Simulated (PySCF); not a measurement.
CH7AlOP2, SMILES C[O][Al]([PH2])[PH2]. Geometry: PBE-D3(BJ)/def2-SVP. Other conformers were not sampled.

Computed equilibrium geometry at PBE-D3(BJ)/def2-SVP (PySCF confirms it by a frequency run) as bond lengths and angles (one conformer of several):
Atoms: Al1 O2 C3 H4 H5 H6 P7 H8 H9 P10 H11 H12. Bonded distances (Å): Al1–O2 1.717, Al1–P7 2.340, Al1–P10 2.354, O2–C3 1.401, C3–H4 1.116, C3–H5 1.114, C3–H6 1.113, P7–H8 1.442, P7–H9 1.443, P10–H11 1.443, P10–H12 1.444. Bond angles (°): O2–Al1–P7 114.8, O2–Al1–P10 120.1, P7–Al1–P10 124.6, Al1–O2–C3 138.0, O2–C3–H4 113.2, O2–C3–H5 110.6, O2–C3–H6 110.5, H4–C3–H5 107.4, H4–C3–H6 107.5, H5–C3–H6 107.2, Al1–P7–H8 90.9, Al1–P7–H9 91.9, H8–P7–H9 93.3, Al1–P10–H11 91.1, Al1–P10–H12 91.6, H11–P10–H12 93.1.
